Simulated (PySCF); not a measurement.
# Radial density of Tl⁺ (thallium, charge +1)

r2SCAN, [Xe] 4f14 5d9 6s2 6p1, one real determinant (an excited configuration). Computed with PySCF 2.14 in ANO-RCC-VTZP (8s7p5d3f2g, 93 functions), with the spin-free X2C one-electron Hamiltonian (Gaussian nucleus).

```
r (bohr)  4πr²ρ (e/bohr)  4πr²(ρα − ρβ)
  0.0190           99.63         0.0045
  0.0319           121.6         0.0124
  0.0537           151.8         0.0376
  0.0904           118.3         0.1043
   0.152           140.3         0.0405
   0.256           78.97         0.1120
   0.430           84.57         0.1088
   0.723           28.21         0.4033
    1.22           15.02         0.9099
    2.05           3.767         0.5577
    3.44          0.6731         0.3203
    5.79         0.02691         0.0229
    9.74       0.0001557         0.0001
```

Densities and radii are taken from the X2C orbitals without a picture-change correction, which distorts them close to the nucleus.

⟨L²⟩ = 8.00 against 12 for a pure F term, so this real determinant mixes terms. Spin-orbit coupling, absent here, splits the open shell strongly.
